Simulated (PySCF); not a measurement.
**What settings do to a single point of Dy(SH)3**

The sound run of Dy(SH)3 (singlet in the valence; each metal's 4f electrons, 9 of them, lie in its core potential, out of spins and levels) uses PySCF 2.14.0, RKS r2SCAN, Dy lcecp-1-SVP with ECP55, S def2-SVP, H def2-SVP; non-relativistic Hamiltonian with scalar-relativistic core potentials where named; density fitting; no spin-orbit coupling, grid (50, 194), threshold 1e-8 Eh and 55 cycles, at the relaxed geometry:

```xyz
7

Dy    0.0000    0.0000    0.7901
S     2.5441    0.4094    0.9624
H     2.8351   -0.9144    1.0172
S    -1.6266    1.9986    0.9624
H    -0.6256    2.9125    1.0172
S    -0.9175   -2.4080    0.9624
H    -2.2095   -1.9980    1.0172
```

There Dy1 has a Mulliken charge of 0.83 e and the dipole about the centre of mass is 0.95 D. Each run below changes one thing and starts from free metal ions and neutral atoms unless it says otherwise; with 55 cycles, smearing, a level shift and second-order steps follow where DIIS fails, and their cycles count. Energy shifts count from the sound run. On f atoms grids over 110 angular points are at least (60, 302).

```json
{"change": "all coordinates × 1.05", "outcome": "converged", "cycles": "9", "energy shift (eV)": "0.39", "largest force component (eV/Å)": "1.75", "charge on Dy1 (e)": "0.89", "dipole about the centre of mass (D)": "1.01"}
{"change": "grid (15, 26)", "outcome": "converged", "cycles": "10", "energy shift (eV)": "9.01", "largest force component (eV/Å)": "2.83", "charge on Dy1 (e)": "0.77", "dipole about the centre of mass (D)": "1.16"}
{"change": "cycle limit 8", "outcome": "not converged", "cycles": "8", "energy shift (eV)": "–", "largest force component (eV/Å)": "–", "charge on Dy1 (e)": "–", "dipole about the centre of mass (D)": "–"}
```

Q: How does the run with this change end: start from a density of up to 30 smeared cycles (not counted)?

A: outcome converged, cycles 7, energy shift (eV) 0.0000, largest force component (eV/Å) 0.02, charge on Dy1 (e) 0.83, dipole about the centre of mass (D) 0.95.

Unsound on purpose, so not properties of the compound: grid (15, 26).

Forces carry noise of the integration grid, about 0.01 to 0.03 eV/Å.

No frequency check is given that shows the relaxed geometry to be a minimum. An lcecp potential fixes the number of 4f electrons, so in runs with it no electron can move into or out of that shell.
